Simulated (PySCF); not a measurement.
Radial density of Ru (ruthenium, neutral)

UHF, [Kr] 4d7 5s1, high-spin 5F determinant. Computed with PySCF 2.14 in def2-SVP with the def2 core potential (28 electrons), with a scalar-relativistic core potential. This is the valence pseudo-density: the core potential removes the inner electrons and smooths the orbitals near the nucleus.

```csv
r (bohr),4πr²ρ (e/bohr),4πr²(ρα − ρβ)
0.0338,1.885e-05,0.0000
0.0568,5.120e-05,0.0000
0.0956,0.0001395,0.0000
0.161,0.0008328,0.0002
0.270,0.02880,0.0045
0.455,1.024,0.1061
0.765,10.20,1.1112
1.29,11.04,2.0902
2.16,2.704,1.1075
3.64,0.5453,0.3770
6.12,0.05194,0.0504
10.3,0.0004893,0.0005
```

Energies and moments cover only the electrons outside the core potential.
